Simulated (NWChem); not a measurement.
Species: MoNHF₄; SMILES [NH]=[Mo]([F])([F])([F])[F]

No frequency run checked for a minimum. def2 effective core potentials on Mo; no spin-orbit coupling.

Problem. Give the equilibrium geometry at PBE0/def2-SVP with def2 effective core potentials on Mo (NWChem) as an XYZ file, with the point group.

Solution. point group C4v; any orientation.
```
7

Mo     0.0000     0.0000    -0.0379
N      0.0000     0.0000    -1.7095
H      0.0000     0.0000    -2.7276
F     -1.1472    -1.3687     0.4246
F      1.1472     1.3687     0.4246
F     -1.3687     1.1472     0.4246
F      1.3687    -1.1472     0.4246
```
